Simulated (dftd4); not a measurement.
Cl$_{3}$OTa (SMILES [O]=[Ta]([Cl])([Cl])[Cl]), singlet, geometry from GFN2-xTB (such geometries of metal compounds can be far from the true shape); dftd4 with D4 for pbe.

Here is a job for dftd4.
```
$ dftd4 mol.xyz --func pbe --charge 0 --json dftd4.json --noedisp

# file mol.xyz
5

Ta     0.15665099     0.08849969    -0.15002696
O      1.28874592     0.72807464    -1.23425093
Cl     1.08693711    -0.91589593     1.59030402
Cl    -1.17072286    -1.42716546    -1.06863054
Cl    -1.19536069     1.62040996     0.70338389
```

Problem. What does dftd4 print? Leave out banner, timings and long lists.

Solution. 
```
                    ____  _____ _____     ____  _  _
      -------------|  _ \|  ___|_   _|---|  _ \| || |------------
     |             | | | | |_    | | ___ | | | | || |_           |
     |             | |_| |  _|   | ||___|| |_| |__   _|          |
     |             |____/|_|     |_|     |____/   |_|            |
     |             ===================================           |
     |            E. Caldeweyher, S. Ehlert & S. Grimme          |
     |          Mulliken Center for Theoretical Chemistry        |
     |                    University of Bonn                     |
      -----------------------------------------------------------

Rational (Becke-Johnson) damping: pbe-D4-ATM
---------------------
  s6         1.0000
  s8         0.9595
  s9         1.0000
  a1         0.3857
  a2         4.8069
 alp        16.0000
--------------------

Dispersion energy:      -7.7068836654792E-03 Eh

[Info] JSON dump of results written to 'dftd4.json'
```
